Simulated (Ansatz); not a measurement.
This geometry of CH$_{4}$F$_{2}$OSi (9 atoms, charge 0, multiplicity 1) is a first-order saddle point.

These are results of RKS PBE0/6-31G (Ansatz), not measurements.

```xyz
9
Properties=species:S:1:pos:R:3
O -1.864 0.501 0.020
Si -0.538 -0.597 -0.046
C 1.124 0.416 -0.141
F 2.027 -0.079 0.826
F 1.719 0.229 -1.406
H -2.258 0.832 0.837
H -0.683 -1.378 -1.308
H -0.461 -1.461 1.183
H 1.024 1.493 0.018
```

Which two structures does it join? (They come from a converged band through this point; their orientation in space is the band's.)

No bond is made or broken. The dihedral H7–Si2–C3–H9 goes from 59 to 174°.

Image 0:

```xyz
9
Properties=species:S:1:pos:R:3
O -1.809 0.374 0.588
Si -0.582 -0.568 -0.163
C 1.055 0.458 -0.292
F 1.534 0.717 1.014
F 2.009 -0.350 -0.951
H -1.831 0.568 1.535
H -1.076 -0.856 -1.541
H -0.220 -1.804 0.607
H 1.010 1.415 -0.816
```

Image 6:

```xyz
9
Properties=species:S:1:pos:R:3
O -1.909 0.424 -0.092
Si -0.533 -0.596 0.046
C 1.127 0.396 -0.116
F 2.161 -0.554 0.079
F 1.258 0.917 -1.416
H -2.265 0.976 0.617
H -0.585 -1.541 -1.103
H -0.468 -1.284 1.383
H 1.302 1.216 0.584
```

How far does it lie above each of them?

0.110 eV above the first and 0.040 eV above the second. This is the barrier of this one path; another mechanism may lie lower. Limits of this set-up: no polarisation functions.

The run took 92 s on 1 thread of Arm Neoverse V1, on a shared host, peak memory 0.13 GiB.
